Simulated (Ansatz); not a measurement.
One change: `CCCCCCCC(C)=O` becomes `C#CCCCCCC`.

Ansatz, PBE0-D4/def2-TZVP geometries, multiplicity 1. Each molecule was computed in one conformer, which needn't be the lowest.

```json
{"property": "HOMO–LUMO gap (ωB97M-V/def2-TZVPP) / eV", "`CCCCCCCC(C)=O`": "11.36"}
{"property": "HOMO–LUMO gap (B3LYP/def2-TZVPP) / eV", "`CCCCCCCC(C)=O`": "6.22"}
{"property": "LUMO energy (B3LYP/def2-TZVPP) / eV", "`CCCCCCCC(C)=O`": "-0.63"}
{"property": "HOMO energy (ωB97M-V/def2-TZVPP) / eV", "`CCCCCCCC(C)=O`": "-9.49"}
{"property": "HOMO energy (PBE/def2-TZVPP) / eV", "`CCCCCCCC(C)=O`": "-5.48"}
{"property": "size of the dipole moment (PBE/def2-TZVPP) / D", "`CCCCCCCC(C)=O`": "2.65"}
```

(1) What does the change do to each property? (Best estimate.)

Answers

(1) Ansatz gave: 
```json
{"property": "HOMO–LUMO gap (ωB97M-V/def2-TZVPP) / eV", "`C#CCCCCCC`": "12.41", "shift": "1.05"}
{"property": "HOMO–LUMO gap (B3LYP/def2-TZVPP) / eV", "`C#CCCCCCC`": "8.04", "shift": "1.82"}
{"property": "LUMO energy (B3LYP/def2-TZVPP) / eV", "`C#CCCCCCC`": "0.65", "shift": "1.28"}
{"property": "HOMO energy (ωB97M-V/def2-TZVPP) / eV", "`C#CCCCCCC`": "-9.90", "shift": "-0.41"}
{"property": "HOMO energy (PBE/def2-TZVPP) / eV", "`C#CCCCCCC`": "-6.40", "shift": "-0.92"}
{"property": "size of the dipole moment (PBE/def2-TZVPP) / D", "`C#CCCCCCC`": "0.86", "shift": "-1.79"}
```

With PBE0 the HOMO falls by 0.55 eV and the LUMO rises by 1.29 eV, so the gap widens by about 1.84 eV. PBE moves the HOMO by -0.92 eV and ωB97M-V by -0.41 eV. Dipoles are sizes alone; their direction can turn.

Positive LUMOs are unbound, so they and the gaps depend on the basis.

B3LYP here is the variant with VWN-RPA as its local correlation; programs differ in this.
